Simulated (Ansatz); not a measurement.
Cost and result up the ladder for the cluster Cu3S2 (the lowest doublet isomer of a short search) (5 atoms). The state is a doublet with charge 0. Geometry: r2SCAN-D4/def2-SVP.

```xyz
5

Cu   -0.212   -1.360    0.238
Cu    1.027    0.673    0.666
Cu   -0.814    0.686   -0.903
S     1.118   -0.404   -1.316
S    -1.118    0.405    1.316
```

Ansatz on 4 threads of Arm Neoverse V1 on a shared host. Times are rough, and most runs start from the orbitals of an earlier one. PBE0-D4/def2-TZVP serves as the yardstick here, not as an exact answer. Differences are given only for rows in sets of like size (and for xTB, whose basis is part of the method), since another set adds its own error. Binding counts from free atoms at the same level (Cu doublet, S triplet; other spins of the atoms weren't run), without zero-point energy or a counterpoise term.

Correlated methods freeze 37 core orbitals. The rows differ in basis, and correlated rows in double-zeta sets carry the largest basis error. In CCSD on the charge 0 doublet the largest single amplitude is 0.21, so its Hartree–Fock determinant may place the open shell otherwise than the density functionals do. No other spin state of charge 0 was run. The structure comes from a short search, and lower isomers may exist.

Run but left out: HF/STO-3G (⟨S²⟩ 5.64, where a pure state has 0.75).

Correlated methods converge slowly with the basis, most of all in double-zeta sets.

```csv
level,functions,binding energy per atom (eV),difference from PBE0-D4/def2-TZVP (eV)
BHLYP-D4/def2-TZVP,209,2.08,-0.34
B97M-V/def2-TZVP,209,2.57,0.15
PBE0-D4/def2-SVP,129,2.65,–
r2SCAN-D4/def2-TZVP,209,2.67,0.25
PBE0-D4/def2-TZVP,209,2.42,0.00
MP2/def2-TZVP,209,2.41,-0.01
LDA (SPW92)/def2-TZVP,209,3.16,0.74
PBE-D4/def2-TZVP (with forces),209,2.64,0.22
PBE-D4/def2-SVP,129,2.96,–
CCSD(T)/def2-SVP,129,2.24,–
```

Question: Estimate how long each takes.

Answer: LDA (SPW92)/def2-TZVP 3.2 s; PBE-D4/def2-SVP 3.7 s; PBE0-D4/def2-SVP 6 s; PBE-D4/def2-TZVP (with forces) 7 s; MP2/def2-TZVP 13 s; PBE0-D4/def2-TZVP 13 s; BHLYP-D4/def2-TZVP 15 s; r2SCAN-D4/def2-TZVP 19 s; B97M-V/def2-TZVP 23 s; CCSD(T)/def2-SVP 45 s. On shared hardware such times vary by a factor of up to 3.
